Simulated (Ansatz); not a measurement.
The cluster B2P2. Charge 0, multiplicity 3. Geometry PBE-D4/def2-TZVP, that of the charge +1 doublet; atoms count from 1.

```xyz
4

B    -0.1642    0.8412    0.0696
B     0.1659   -0.8408   -0.0705
P    -0.5957    0.0102   -1.5250
P     0.5940   -0.0106    1.5259
```

The structure comes from a short search, and lower isomers may exist.

Problem. Estimate the Mulliken populations from the PBE0/def2-TZVP orbitals of Ansatz.

Solution. 
```
atom  charge (e)  spin (α − β)
  B1        0.00          0.49
  B2        0.00          0.49
  P3        0.00          0.51
  P4        0.00          0.51
```
Mulliken values and Mayer orders depend strongly on the basis.

Problem. Where does the spin sit?

Solution. Summed by element: B 0.97, P 1.03, of 2 unpaired in all. Largest on single atoms: P4 0.51, P3 0.51, B1 0.49.

Problem. And the Mayer bond orders between bonded heavy atoms (over 0.3)?

Solution. B1–B2 0.73 (1.72 Å); B1–P3 1.27 (1.85 Å); B1–P4 1.27 (1.85 Å); B2–P3 1.27 (1.85 Å); B2–P4 1.27 (1.85 Å).
